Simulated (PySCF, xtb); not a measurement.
C₃H₆OSi, SMILES C#C[Si@@H](C)O.

GFN2-xTB in xtb 6.7.1 at its own geometry gives an orbital gap of 5.39 eV and a dipole moment of 1.64 D.

Coordinates come from a r2SCAN-D4/def2-SVP optimisation. The structure was generated by enumeration; whether it is a known compound was not checked. The values are those of a single conformer.

Question: What does PySCF with PBE/def2-TZVP give? (Estimate from the structure and the level; the computed values follow.)

Answer: gap 5.58 eV (levels -6.85 and -1.26 eV), dipole 0.83 D.
